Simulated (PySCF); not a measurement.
Species: C5H5ClO2.
Z-matrix (Å and degrees, PBE0-D3(BJ)/def2-SVP geometry), rows numbered from 1:
```
C 
O   1  1.4184
C   2  1.3340  1  115.44
O   3  1.2014  2  124.74  1     0.14
C   3  1.4684  2  110.92  1   179.93
C   5  1.3069  3  150.71  2     6.64
C   5  1.4680  3  145.09  2   177.76
Cl  7  1.7909  5  119.97  6   106.01
H   1  1.0999  2  110.83  3   -58.06
H   1  1.1001  2  110.70  3    62.17
H   1  1.0957  2  106.26  3  -178.05
H   6  1.0873  5  150.42  7  -175.19
H   7  1.0965  5  123.03  6  -108.87
```

Method: PySCF, TDDFT wB97X-D/def2-SVPD, vertical, gas phase, core orbitals frozen in the response.

Frontier orbitals with the atoms that hold most of them (Löwdin shares over 4%, at most four atoms; ? is withheld):

| orbital | ε (eV) | atoms |
| --- | --- | --- |
| HOMO-3 | -10.82 | O4 52%, Cl8 23%, O2 8%, C3 6% |
| HOMO-2 | -10.45 | Cl8 57%, O4 13%, C7 11%, C5 6% |
| HOMO-1 | -10.33 | ? |
| HOMO | -9.99 | Cl8 60%, C7 16%, C6 8%, C5 7% |
| LUMO | ? | ? |
| LUMO+1 | 2.10 | C1 22%, C3 16%, O2 10%, C6 10% |
| LUMO+2 | 2.44 | Cl8 56%, C7 19%, C6 7%, H13 4% |

(1) Give the leading atoms of the HOMO-1.

(2) Which atoms hold the LUMO, and with what shares?

(3) What is the LUMO energy, and the HOMO–LUMO gap?

Results:

(1) C5 (bonded to 3 C) 26%; C6 (bonded to 2 C and H) 26%; Cl8 (bonded to C) 23%; C7 (bonded to 2 C, Cl and H) 9%. By element: carbon 61% or more, chlorine 23%.

(2) C6 (bonded to 2 C and H) 28%; C5 (bonded to 3 C) 22%; C3 (bonded to C and 2 O) 17%; O4 (bonded to C) 16%. By element: carbon 67% or more, oxygen 16% or more.

(3) ε(LUMO) = -0.29 eV; the gap is 9.69 eV (0.3562 hartree).

Question: How does S1 compare with the orbital gap of 9.69 eV?

Answer: S1 is at 4.84 eV (f = 0.0013), 4.85 eV below the gap, made of HOMO→LUMO (46%), HOMO-3→LUMO (33%), HOMO-2→LUMO (17%). Without the coupling terms of the response equations the lowest excitation would equal the gap.

Next come S2 at 5.26 eV (f 0.0060), HOMO→LUMO (46%), HOMO-2→LUMO (24%), HOMO-3→LUMO (21%); S3 at 5.85 eV (f 0.213), HOMO-1→LUMO (81%), HOMO-2→LUMO (11%); S4 at 6.03 eV (f 0.014), HOMO-2→LUMO (42%), HOMO-3→LUMO (34%), HOMO-1→LUMO (16%); S5 at 6.84 eV (f 0.064), HOMO-4→LUMO (96%).

The run took 44 s wall on Intel Xeon Platinum 8488C, one thread (shared host), and the process peaked at 0.94 GiB of memory.

One conformer stands for the species.
